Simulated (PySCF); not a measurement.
Start geometry of `S(B)BF` (B2FH3S) from a GFN2-xTB structure with every atom displaced at random (by about 0.01 Å) (Å):
```
atom  x, y, z in Å
B1     1.4080    0.3160    0.0364
S2     0.2507   -0.3409    1.2110
B3    -1.3399   -0.3476    0.3372
F4    -2.3473   -0.7955    0.9650
H5     1.0088    0.6539   -1.0354
H6     2.4951    0.4548    0.3615
H7    -1.4414    0.0303   -0.7546
```

**Question.** What comes out of this run: PBE0-D3(BJ)/def2-SVP geometry optimisation, gas phase (PySCF)?

**Answer.** 
```
atom  x, y, z in Å
B1     1.2476    0.5589    0.0977
S2     0.1732   -0.1829    1.3240
B3    -1.3831   -0.3059    0.3806
F4    -2.4140   -0.8680    0.9722
H5     0.8285    0.8355   -0.9957
H6     2.3877    0.7572    0.4294
H7    -1.4911    0.1035   -0.7475
```

The energy falls by 3.6 kcal/mol over 7 energy and gradient evaluations, the largest force component goes from 0.0394 to 3.3e-04 Eh/bohr, and the atoms move by 0.049 Å rms after alignment. The bond that changes most is B1–H6 (three-coordinate boron to B–H hydrogen), which lengthens by 0.061 Å. Bonds longer at the end by more than 0.005 Å: 6 of 6; shorter: 0. Among the angles that change most is B1–S2–B3, from 104.7° to 100.7°. Rotational constants go from 22891, 3330, 2907 to 20859, 3315, 2861 MHz. The orientation of the end geometry is arbitrary; only internal coordinates are fixed.

The run used 75 basis functions and 43 SCF cycles in all.

PBE0-D3(BJ)/def2-SVP frequencies: not computed here. One conformer, not necessarily the lowest.
